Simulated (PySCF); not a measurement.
A structure optimised at PBE-D3(BJ)/def2-SVP, used in a PySCF frequency run:

```xyz
7

W      0.1858    -0.2004     0.0000
N      0.4089    -1.9458     0.0000
H      0.5446    -2.9642     0.0000
F      2.0236     0.1421     0.0000
Cl    -1.0407    -0.2068    -1.9281
Cl    -1.0407    -0.2068     1.9281
Cl     0.0009     2.1862     0.0000
```

Q: Write its SMILES, formula and point group.

A: [NH]=[W]([F])([Cl])([Cl])[Cl], Cl3FHNW, Cs

Q: What are its rotational constants (standard atomic weights)?

A: 1.2460, 1.1835, 0.99936 GHz
